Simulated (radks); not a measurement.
Initial-state core-level shifts of the rhodium ion Rh+ when its valence configuration changes from [Kr] 4d8. All-electron calculation, scalar-relativistic Kohn-Sham, PBE, spin-polarised, spherical densities, point nucleus; open shells are filled with parallel spins first (spin-orbit coupling, left out, can overturn this in heavy ions). Program: a radial shooting solver on a logarithmic mesh with Libxc functionals. Shifts are changes of the shell-averaged eigenvalues in eV (positive: less bound).

| valence | 2s | 3s | 3p | 4p |
|---|---|---|---|---|
| 4d7 5p1 | -5.628 | -5.575 | -5.575 | -5.067 |
| 4d7.5 5s0.5 | -2.081 | -2.049 | -2.049 | -1.809 |
| 4d6 5p2 | -11.600 | -11.439 | -11.438 | -10.153 |
| 4d7.5 5p0.5 | -2.768 | -2.747 | -2.747 | -2.527 |
| 4d7 5s1 | -4.281 | -4.206 | -4.206 | -3.672 |
| 4d6 5s1 5p1 | -10.330 | -10.148 | -10.149 | -8.862 |
| 4d6.5 5p1.5 | -8.573 | -8.473 | -8.473 | -7.611 |
| 4d6.5 5s1 5p0.5 | -7.267 | -7.146 | -7.146 | -6.271 |
| 4d6.5 5s1.5 | -6.683 | -6.555 | -6.555 | -5.694 |
